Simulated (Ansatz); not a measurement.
Stretching the P1–N2 bond in PN (multiplicity 1 held). Energies count from the point at 1.483 Å.


Restricted levels (R-, RO-) in cc, def2 and unpolarised 6-31G sets keep to the state of the molecule at rest. Unrestricted levels (U-) break spin symmetry where that is lower. Active spaces are followed from rest. Levels need not reach the same state.

Frozen-core correlation.

Run with Ansatz (an electronic-structure program). Each number belongs to the level named beside it.

Energies in kcal/mol.

| R (Å) | U-HF/cc-pV(T+d)Z | R-PBE/cc-pV(T+d)Z | U-r2SCAN/cc-pV(T+d)Z | SC-NEVPT2 on CASSCF(10,8)/cc-pV(T+d)Z | FIC-MRCISD+Q on CASSCF(10,8)/cc-pV(T+d)Z |
|---|---|---|---|---|---|
| 1.186 | 122.7 | 137.4 | 132.6 | 140.1 | 139.5 |
| 1.334 | 21.8 | 27.6 | 24.9 | 28.8 | 28.5 |
| 1.483 | 0.0 | 0.0 | 0.0 | 0.0 | 0.0 |
| 1.631 | ___ | 9.8 | 12.6 | 8.2 | 8.5 |
| 1.779 | 15.9 | 34.9 | 39.4 | 30.6 | 31.2 |
| 2.002 | 36.9 | 79.4 | 74.7 | 68.0 | 68.9 |
| 2.224 | ___ | 121.0 | 100.2 | 97.3 | 98.2 |
| 2.595 | 48.6 | 174.8 | 123.8 | 121.8 | 122.8 |
| 2.965 | 47.1 | 210.6 | 132.7 | 129.1 | 130.2 |
| 3.410 | 46.2 | 237.0 | 136.3 | 131.5 | 132.5 |
| 4.003 | 46.0 | 255.2 | 137.8 | 132.1 | 133.3 |
| 4.745 | 46.0 | 264.9 | 138.2 | 132.3 | 133.6 |
| 5.931 | 46.0 | 269.4 | 138.2 | 132.3 | 133.7 |

**Question.** Fill in the missing entries.

**Answer.** 
- 1.631, U-HF/cc-pV(T+d)Z: 3.3
- 2.224, U-HF/cc-pV(T+d)Z: 47.4

Doubts at one or more of the structures used: a spin-contaminated determinant (U-HF/cc-pV(T+d)Z, U-r2SCAN/cc-pV(T+d)Z); a restricted determinant that unrestricted orbitals would lower (R-PBE/cc-pV(T+d)Z).
